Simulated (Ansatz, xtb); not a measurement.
**ClFH2Si3+: which of two structures lies lower**

Structure a is a doublet given by its coordinates and structure b is a doublet given by its coordinates. Both are isolated ions in the gas phase, relaxed with PBE0-D3(BJ)/def2-SVP.

a (Å):

| atom | x (Å) | y (Å) | z (Å) |
| --- | --- | --- | --- |
| Cl | 0.7696 | 1.0107 | 0.5260 |
| F | 0.7866 | -0.3168 | -2.2399 |
| Si | -2.0205 | -1.0945 | -0.5051 |
| Si | 0.3588 | -0.8925 | -0.8100 |
| Si | -1.2961 | 0.4611 | 1.0013 |
| H | -1.6512 | 1.3692 | 2.1252 |
| H | 1.4087 | -1.7843 | -0.2639 |

Close contacts (Å): Cl1–Si4 2.36, Cl1–Si5 2.19, F2–Si4 1.60, Si3–Si4 2.41, Si3–Si5 2.28, Si4–H7 1.48, Si5–H6 1.49.

b (Å):

| atom | x (Å) | y (Å) | z (Å) |
| --- | --- | --- | --- |
| Cl | -0.2219 | -0.7422 | -2.6915 |
| F | 0.5916 | -0.7679 | 2.2072 |
| Si | 0.7291 | -0.2752 | 0.6947 |
| Si | 2.7401 | -0.5760 | -0.3363 |
| Si | 1.2785 | -1.6797 | -1.7099 |
| H | -0.4896 | 0.4825 | 0.3102 |
| H | 1.4254 | -3.0833 | -2.1764 |

Close contacts (Å): Cl1–Si5 2.02, F2–Si3 1.60, Si3–Si4 2.28, Si3–Si5 2.84, Si4–Si5 2.29, Si3–H6 1.49, Si5–H7 1.49.

**Question.** Which of the two would you expect CCSD(T)/def2-SVP electronic energies to favour?

**Answer.** Too close to call at this level: CCSD(T)/def2-SVP gives E(b) − E(a) = +0.037 eV.

The same difference at several levels:

```json
{"level": "PBE0-D3(BJ)/def2-SVP", "geometry": "PBE0-D3(BJ)/def2-SVP", "E(b) − E(a) (eV)": "+0.091", "departure from the last row (eV)": "+0.054", "job, with rough time for the two": "optimisation, 4.5 min"}
{"level": "HF/def2-SVP", "geometry": "PBE0-D3(BJ)/def2-SVP", "E(b) − E(a) (eV)": "+0.022", "departure from the last row (eV)": "−0.015", "job, with rough time for the two": "part of the CCSD(T) run"}
{"level": "MP2/def2-SVP", "geometry": "PBE0-D3(BJ)/def2-SVP", "E(b) − E(a) (eV)": "+0.026", "departure from the last row (eV)": "−0.011", "job, with rough time for the two": "part of the CCSD(T) run"}
{"level": "CCSD(T)/def2-SVP", "geometry": "PBE0-D3(BJ)/def2-SVP", "E(b) − E(a) (eV)": "+0.037", "departure from the last row (eV)": "", "job, with rough time for the two": "single point, 35 s"}
```

The largest departure from CCSD(T)/def2-SVP is that of PBE0-D3(BJ)/def2-SVP, 0.054 eV. Levels run at GFN2-xTB geometries aren't shown.

With harmonic frequencies from PBE0-D3(BJ)/def2-SVP (ideal gas, rigid rotor, one conformer each, 298.15 K, 1 atm): on the last row, ΔE + ΔZPE = +0.035 eV. A mode under 50 cm⁻¹ makes harmonic enthalpies and free energies unreliable, so none is given.

Open shells are spin-unrestricted, with notable spin contamination under HF/def2-SVP, MP2/def2-SVP, CCSD(T)/def2-SVP. The correlated steps freeze 21 core orbitals. Run with Ansatz 0.2.0; the last row on 2 threads of Intel(R) Xeon(R) Platinum 8259CL CPU @ 2.50GHz (Skylake/Cascade Lake) on a shared host.
